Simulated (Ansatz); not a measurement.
**Nudged elastic band run: AlBrClH3O2**

Input:

```yaml
crystal:
  periodic: [false, false, false]
  atoms:
    - { symbol: Al, position_ang: [-0.094181, 0.172726, 0.063765] }
    - { symbol: Cl, position_ang: [0.091616, -0.302218, 2.347176] }
    - { symbol: O, position_ang: [1.179692, -0.481142, -0.838076] }
    - { symbol: H, position_ang: [2.070482, -0.10894, -0.922785] }
    - { symbol: O, position_ang: [-1.712414, -0.195272, -0.258952] }
    - { symbol: H, position_ang: [-2.041298, -0.41963, -1.143419] }
    - { symbol: Br, position_ang: [0.263417, 2.437448, 0.738075] }
    - { symbol: H, position_ang: [0.223385, 1.125729, 2.084615] }
basis:
  gaussian: { orbitals: def2-SVP }
hamiltonian:
  xc: lda
neb:
  order_check: false
  images: 9
  f_tol: 0.05
  max_iterations: 60
  initial_path: linear
  final_atoms:
    - { symbol: Al, position_ang: [-0.02466553, 0.27586913, 0.07876584] }
    - { symbol: Cl, position_ang: [0.01547725, -0.33832272, 2.33157453] }
    - { symbol: O, position_ang: [1.38790545, -0.46023712, -0.5063873] }
    - { symbol: H, position_ang: [1.76324902, -0.27877528, -1.38271407] }
    - { symbol: O, position_ang: [-1.59110825, 0.12747172, -0.55331588] }
    - { symbol: H, position_ang: [-1.92769264, -0.69932817, -0.93461844] }
    - { symbol: Br, position_ang: [0.21601276, 2.49472077, 0.88451384] }
    - { symbol: H, position_ang: [0.14152096, 1.10730266, 2.1525805] }
```

Command:

```bash
$ ansatz run input.yaml --threads 4 --pin off --max-ram 5120MiB --backend cpu --events-out ev --progress --plain --runs-dir out
```

Output, in part (warnings, iteration lines, the closing report on the highest movable image, with atoms numbered from 0):

```
NEB end point (image 0): max|allowed force component| = 1.810e-2 eV/Å (the criterion of neb.relax_end_points is 1.000e-2)
NEB end point (image 10): max|allowed force component| = 2.452e-2 eV/Å (the criterion of neb.relax_end_points is 1.000e-2)
NEB iter   1: max|band force component| = 8.242e0 eV/Å  barrier→ = 0.7819 eV  barrier← = 0.7762 eV  Δτ_max = 0.0906 Å  (311 SCF iters)
NEB iter   2: max|band force component| = 6.084e-1 eV/Å  barrier→ = 0.0359 eV  barrier← = 0.0301 eV  Δτ_max = 0.0121 Å  (257 SCF iters)
NEB iter   3: max|band force component| = 1.966e-1 eV/Å  barrier→ = 0.0259 eV  barrier← = 0.0201 eV  CI = image 5  Δτ_max = 0.0282 Å  (252 SCF iters)
NEB iter   4: max|band force component| = 1.336e-1 eV/Å  barrier→ = 0.0204 eV  barrier← = 0.0147 eV  CI = image 5  Δτ_max = 0.0699 Å  (251 SCF iters)
NEB iter   5: max|band force component| = 3.209e-1 eV/Å  barrier→ = 0.0138 eV  barrier← = 0.0080 eV  CI = image 6  Δτ_max = 0.0352 Å  (251 SCF iters)
NEB iter   6: max|band force component| = 1.845e-1 eV/Å  barrier→ = 0.0108 eV  barrier← = 0.0050 eV  CI = image 7  Δτ_max = 0.0349 Å  (246 SCF iters)
NEB iter   7: max|band force component| = 1.364e-1 eV/Å  barrier→ = 0.0097 eV  barrier← = 0.0039 eV  CI = image 6  Δτ_max = 0.0359 Å  (250 SCF iters)
NEB iter   8: max|band force component| = 5.341e-2 eV/Å  barrier→ = 0.0086 eV  barrier← = 0.0028 eV  CI = image 6  Δτ_max = 0.0133 Å  (254 SCF iters)
NEB iter   9: max|band force component| = 2.474e-2 eV/Å  barrier→ = 0.0084 eV  barrier← = 0.0026 eV  CI = image 6  Δτ_max = 0.0000 Å  (506 SCF iters)
Total energy: -93100.64122284 eV, -3421.3854590584 hartree
Atom 0 at    -0.046555     0.269520     0.043127 Å, force    -0.012172     0.010555    -0.000680 eV/Å
Atom 1 at    -0.155034    -0.394865     2.311584 Å, force    -0.000013     0.006430     0.000962 eV/Å
Atom 2 at     1.319429    -0.528504    -0.561712 Å, force     0.001841    -0.018619     0.003743 eV/Å
Atom 3 at     2.035457    -0.117960    -1.069392 Å, force     0.005376     0.011145    -0.004781 eV/Å
Atom 4 at    -1.612031     0.147786    -0.592344 Å, force     0.009864    -0.009128     0.007911 eV/Å
Atom 5 at    -1.895690    -0.610378    -1.127987 Å, force    -0.004146     0.007753    -0.005730 eV/Å
Atom 6 at     0.282475     2.444906     0.893782 Å, force    -0.001130     0.002222    -0.007879 eV/Å
Atom 7 at     0.052647     1.018196     2.173342 Å, force     0.000381    -0.010358     0.006453 eV/Å
Dipole moment:     0.153134    -0.125268    -0.057189 e Å
```

The run converged. The top lies less than 8 meV above the higher end, about what the thresholds resolve: that end is a shoulder or a very shallow well. The order of the point at the top wasn't checked.

Final band:

```
image  path coordinate (Å)  energy (eV)
    0                 0.00        0.000
    1                 0.13       -0.001
    2                 0.26       -0.001
    3                 0.39        0.000
    4                 0.51        0.003
    5                 0.64        0.007
    6                 0.77        0.008
    7                 0.87        0.008
    8                 0.97        0.007
    9                 1.07        0.006
   10                 1.17        0.006
```

Time of the run: 37 s on 4 threads of INTEL(R) XEON(R) PLATINUM 8581C CPU @ 2.30GHz (Emerald Rapids) (shared host), peak memory 0.19 GiB.
